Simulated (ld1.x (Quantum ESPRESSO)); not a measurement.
# u(r) = r·R(r): atom against pseudo-atom (S)

Columns: radius, all-electron u(r) and pseudo u(r) of the 3p shell (level -22.33 eV) of sulfur in the configuration [Ne] 3s2 3p2.5; LDA (PZ), non-relativistic, TM semilocal scheme, ld1.x (Quantum ESPRESSO) 7.5.

```csv
r (bohr),all-electron,pseudo
0.072,0.1181,-0.0045
0.145,0.2774,-0.0182
0.217,0.3639,-0.0404
0.290,0.3723,-0.0712
0.362,0.3205,-0.1092
0.435,0.2288,-0.1546
0.507,0.1169,-0.2050
0.580,-0.0055,-0.2609
0.652,-0.1262,-0.3193
0.725,-0.2426,-0.3806
0.798,-0.3494,-0.4424
0.870,-0.4433,-0.5023
0.942,-0.5252,-0.5596
1.015,-0.5956,-0.6136
1.088,-0.6536,-0.6618
1.160,-0.6995,-0.7026
1.232,-0.7348,-0.7357
1.305,-0.7609,-0.7611
1.378,-0.7781,-0.7781
1.450,-0.7874,-0.7874
1.522,-0.7900,-0.7900
1.595,-0.7868,-0.7868
1.668,-0.7784,-0.7784
1.740,-0.7661,-0.7661
1.812,-0.7503,-0.7503
1.885,-0.7314,-0.7314
```

Task: How many radial nodes do the two functions have?

Result: The all-electron 3p function has n − l − 1 = 1; the pseudo-wave has 0, since the states of the same l below it are removed with the core.

Task: At about which radius was the pseudo-wave matched?

Result: 1.45 bohr. The columns agree to 0.0005 from 1.30 bohr on; several derivatives are matched, so the curves merge somewhat inside the radius.

Task: Where does each function peak?

Result: Outermost all-electron maximum near 1.52 bohr, pseudo maximum near 1.52 bohr (to the table’s step).

Task: Is the pseudo-wave norm-conserving?

Result: Yes: the TM semilocal scheme keeps the norm inside the radius equal to the all-electron one, which fixes the energy derivative of the logarithmic derivative at the level.
